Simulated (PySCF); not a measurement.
Assignment exercise: C$_{5}$H$_{3}$ClO$_{2}$

Atom-mapped SMILES (the numbers label the heavy atoms): `[O:1]=[C:2]([Cl:3])[c:4]1[cH:5][cH:6][cH:7][o:8]1`. Hydrogens are named by the atom that carries them.

[PySCF 2.14.0 with density-fitted response routines: PBE0-D3(BJ)/def2-TZVP structure; GIAO KT3/pcSseg-2 shieldings; one computed conformer; relativity neglected; no solvent]

References, each an isolated molecule treated in the same way: 13C (σref 183.24) and 1H (σref 31.63) vs TMS.

(1) Assign these signals to the numbered atoms. 13C{1H} NMR (computed): δ 158.5, 146.1, 145.8, 118.1, 112.2.

(2) Assign these signals to the numbered atoms. 1H NMR (600 MHz, computed): δ 7.69 (m, 1H), 7.44 (m, 1H), 6.69 (m, 1H).

## Answers

(1) 
158.5 → C2, carbonyl carbon
146.1 → C7, aromatic CH next to the ring oxygen
145.8 → C4, substituted aromatic carbon next to the ring oxygen
118.1 → C5, aromatic CH
112.2 → C6, aromatic CH

C7 and C4 lie closer than the usual error of such a calculation, so a measured spectrum could show them in the other order.

(2) 
7.69 → H(C7), hydrogen on an aromatic CH next to the ring oxygen: aromatic region
7.44 → H(C5), hydrogen on an aromatic CH: it sits in the deshielding region of the aromatic ring current
6.69 → H(C6), hydrogen on an aromatic CH

Carbons that carry Cl, above all several Cl atoms, come out too deshielded, partly because spin–orbit coupling is missing. Shifts are as computed. Against solution values, carbons near 30 ppm lie about +3 ppm off and those near 130 ppm about -1 ppm; carbons on Cl a further +7 ppm. Of 1211 compounds with measured shifts, 218 miss one by over three times the rms of a fit or turn the order of signals round; such compounds aren't used in these exercises. No couplings were computed; multiplicities are counted from neighbouring protons, with m where these are inequivalent, close in shift, in a saturated or five-membered ring or joined by F or P, and br s for small geminal =CH2 splittings.
